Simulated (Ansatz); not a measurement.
[Ni(SH)4]2- (NiH₄S₄²⁻). Charge -2, multiplicity 3. Geometry PBE0-D4/def2-SVPD, basis def2-TZVPD, Ansatz.

| run | HOMO (eV) | LUMO (eV) |
| --- | --- | --- |
| A | 2.11 | 5.18 |
| B | 2.23 | 5.02 |
| C | -0.34 | 5.99 |
| D | 3.24 | 3.80 |
| E | 1.73 | 5.52 |
| F | 2.75 | 4.33 |

HSE06 is defined as in plane-wave codes, on full-range PBE exchange. A multiply charged anion in the gas phase is held together partly by the finite basis. The order of the spin states hangs on the level: the singlet lies 0.37 eV below the triplet at PBE-D4/def2-TZVPD, but 0.36 eV above it at HSE06-D4/def2-TZVPD.

HOMO and LUMO are taken over both spins.

Question: The runs used HSE06, PBE, PBE0, r2SCAN, r2SCANh, ωB97M-V. Estimate which is which.

Answer: A HSE06 (range-separated); B r2SCANh (10 % exact exchange); C ωB97M-V (range-separated); D PBE (0 % exact exchange); E PBE0 (25 % exact exchange); F r2SCAN (0 % exact exchange). Exact exchange lowers occupied and raises empty levels; among semilocal functionals meta-GGAs tend to open the gap a little, and such runs are hard to tell apart. The gap grows from 0.56 eV (PBE) to 6.33 eV (ωB97M-V). At HSE06-D4/def2-TZVPD, r2SCANh-D4/def2-TZVPD, PBE-D4/def2-TZVPD, PBE0-D4/def2-TZVPD and others the highest occupied level of the charge -2 triplet lies above zero (up to 3.24 eV). The electron is either unbound and held by the finite basis, or the level is raised by self-interaction error.
